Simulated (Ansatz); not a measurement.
Ansatz (a quantum-chemistry and plane-wave program) input:
A basis named .json is the Basis Set Exchange file of that set.

Ansatz 0.2 input:
```yaml
crystal:
  periodic: [false, false, false]
  atoms:
    - {symbol: Sn, position_ang: [-0.02039849, -0.03269684, 1.26127392]}
    - {symbol: I, position_ang: [1.12139866, -1.94936602, -0.62789437]}
    - {symbol: I, position_ang: [-1.10215480, 1.98021209, -0.56198669]}
basis:
  gaussian:
    orbitals: def2-TZVPP
    fitting: {mean_field: def2-universal-jkfit, correlation: def2-TZVPP-RIFIT.json}
total_charge: -1
magnetization: {spin_polarized: true, initial_magnetization: 1}
correlation: {method: mp2, electrons: outside_noble_gas}
```

Question: Predict the final energy.

Answer: -807.20753 Eh (RI-MP2/def2-TZVPP). The basis has 150 functions.
